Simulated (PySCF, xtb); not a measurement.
BHFBr, SMILES FBBr.

xtb 6.7.1 with GFN2-xTB at its own geometry gives an orbital gap of 4.31 eV and a dipole moment of 3.19 D.

The structure is a stationary point at B3LYP-D3(BJ)/def2-TZVP.

What does HF/def2-TZVPD run with PySCF give? (An estimate is asked for; the answer gives what the named calculation found.)

gap 12.96 eV (levels -11.78 and 1.18 eV), dipole 1.00 D.
